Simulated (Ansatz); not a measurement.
System: SiH₂I, charge 0, doublet. SiH2I (SMILES [SiH2]I, doublet).
B3LYP-D3(BJ)/def2-TZVP minimum from Ansatz (a first-principles code):
```xyz
4

Si     1.5352    -1.0689     0.0586
I     -0.4626     0.3547    -0.0178
H      1.4701    -1.9119     1.2798
H      1.5547    -1.9240    -1.1557
```
Charge 0, spin multiplicity 2.

Total energies in hartree (Ansatz). Open shells are spin-unrestricted; no spin-orbit coupling. Cores are frozen in correlated methods (noble-gas shells, and filled d and f shells in the p block). Past Kr the def2 sets carry scalar-relativistic core potentials. For partners of very few electrons the exact lower level stands in for a higher one. Spin-orbit terms, left out, reach several kcal/mol for Br and I, and more for heavier atoms.

| species | HF/def2-TZVPP | CCSD(T)/def2-TZVPP | HF/def2-QZVPP | CCSD(T)/def2-QZVPP | CCSDT(Q)/def2-TZVPP |
|---|---|---|---|---|---|
| 1: SiH2I (SMILES [SiH2]I, doublet) | -586.76672 | -587.05282 | -586.77689 | -587.09100 | -587.05454 |
| 2: Si (triplet) | -288.85084 | -288.92770 | -288.85873 | -288.93839 | -288.92853 |
| 3: I (doublet) | -296.65857 | -296.79430 | -296.65973 | -296.81374 | -296.79495 |
| 4: H (doublet) | -0.49981 | -0.49981 | -0.49998 | -0.49998 | -0.49981 |

Question: Work out the atomisation energy (electronic, to ground-state atoms) in kcal/mol: take Hartree-Fock from def2-QZVPP, extrapolate the CCSD(T) correlation energy as X^-3 (X = 3, 4), and add CCSDT(Q) - CCSD(T) in def2-TZVPP. 1 hartree = 627.51 kcal/mol.

Answer: 
Species 1: correlation (64·(-0.31411) - 27·(-0.28610))/37 = -0.33455; step -0.00172; E1 = -586.77689 + (-0.33455) + (-0.00172) = -587.11316
Species 2: correlation (64·(-0.07966) - 27·(-0.07686))/37 = -0.08170; step -0.00083; E2 = -288.85873 + (-0.08170) + (-0.00083) = -288.94126
Species 3: correlation (64·(-0.15401) - 27·(-0.13573))/37 = -0.16735; step -0.00065; E3 = -296.65973 + (-0.16735) + (-0.00065) = -296.82773
Species 4: correlation (64·(0.00000) - 27·(0.00000))/37 = 0.00000; step +0.00000; E4 = -0.49998 + (0.00000) + (+0.00000) = -0.49998
-1·E1 +1·E2 +1·E3 +2·E4 = 0.34421 hartree = 216.0 kcal/mol.
